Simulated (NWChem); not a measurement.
System: InBr₂F; SMILES [In]([Br])([F])[Br]

```xyz
4

In     0.0000     0.0000     0.4859
F      0.0000     0.0000     2.4310
Br    -2.1684     0.0000    -0.6527
Br     2.1684     0.0000    -0.6527
```
Atoms are numbered in this order, from 1.

All runs: NWChem. All runs use the structure optimised with PBE0/def2-SVP. No frequency run checked for a minimum. def2 effective core potentials on In; no spin-orbit coupling. Ions are spin-unrestricted doublets at the neutral geometry; other ion states weren't tried.

For level B3LYP/def2-SVP:

vertical ionisation energy, ΔSCF (eV): 10.82
−ε(HOMO) (eV): 8.51

**Question.** What are these values for level PBE/def2-SVP?

**Answer.** The vertical ionisation energy, ΔSCF (eV) is 10.43 and the −ε(HOMO) (eV) is 7.49.
